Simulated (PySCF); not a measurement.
Compound: SbMe2(SMe), C3H9SSb.
Bonds: Sb1–C2, Sb1–C6, Sb1–S10, S10–C11. Hydrogens: H3, H4, H5 on C2; H7, H8, H9 on C6; H12, H13, H14 on C11.

Computed with PySCF 2.14.0, PBE0-D3(BJ)/def2-SVP geometry optimisation, gas phase, def2 core potentials past Kr.

**Question.** How far are the bound atoms from Sb1?

**Answer.** 3 atoms: C2 2.167 Å, C6 2.170 Å, S10 2.447 Å. The nearest atom not counted as bound is H3, at 2.73 Å (others tie with it).

**Question.** List the angles at Sb1.

**Answer.** 
| angle | degrees | distance of the outer atoms (Å) |
| --- | --- | --- |
| C6–Sb1–S10 | 95.5 | 3.42 |
| C2–Sb1–C6 | 93.9 | 3.17 |
| C2–Sb1–S10 | 92.8 | 3.35 |

**Question.** What is the shape at Sb1?

**Answer.** Pyramidal: angles 95.5°, 93.9° and 92.8°, sum 282.2°, 1.20 Å off the plane of its three neighbours.

**Question.** What are the other bond lengths?

**Answer.** C2–H3 and 5 like bonds 1.099 Å; S10–C11 1.819 Å; C11–H12, C11–H13, C11–H14 1.099 Å.

**Question.** Give some angles away from the centre.

**Answer.** Sb1–S10–C11 102.0°.

**Question.** What are the rotational constants (commonest isotopes, rigid rotor)?

**Answer.** A = 3266, B = 1366, C = 1301 MHz: a near-prolate asymmetric top.

Point group: C1 (no symmetry element, even within 0.4 Å). Charge 0, singlet. Whether it is a minimum is left open (no frequencies).

One conformer stands for the species.
